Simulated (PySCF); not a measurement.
Sn(F)4 cation (F₄Sn), SMILES [F][Sn]([F])([F])[F] (connectivity only; charge and spin as stated), charge +1, multiplicity 2.

Coordinates come from a PBE0-D3(BJ)/def2-SVP optimisation. The multiplicity is an assumed one; other spin states were not compared. The isomer is the one that the SMILES or the coordinates give; other isomers of the formula were not compared. The def2 effective core potentials stand for the cores of Sn; spin–orbit coupling is left out.

Calculation: PBE0-D3(BJ)/def2-SVP (PySCF).

Frequencies are harmonic and unscaled.

Problem. Estimate the vibrational spectrum. (Estimate from the structure and the level; the computed values follow.)

Solution. 
```csv
mode,ν (cm⁻¹),IR (km/mol),moving atoms (share of kinetic energy)
1,92,0.0,F 100 %
2,120,14.4,"F 66 %, Sn 34 %"
3,127,20.6,"F 83 %, Sn 17 %"
4,134,27.3,"F 89 %, Sn 11 %"
5,326,15.1,"F 91 %, Sn 9 %"
6,359,44.5,F 98 %
7,593,14.6,"F 92 %, Sn 8 %"
8,701,24.5,"F 89 %, Sn 11 %"
9,755,33.7,"F 80 %, Sn 20 %"
```
